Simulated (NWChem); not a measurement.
ScBrCl$_{2}$; SMILES [Sc]([Cl])([Br])[Cl]

All runs: NWChem. Coordinates come from a PBE0/def2-SVP optimisation. Ions are spin-unrestricted doublets at the neutral geometry; other ion states weren't tried.

Problem. Estimate the computed values for PBE0/def2-SVP. Quantities: −ε(HOMO) (eV).

Solution. 
```
Property       Value
-------------  -----
−ε(HOMO) (eV)   8.69
```
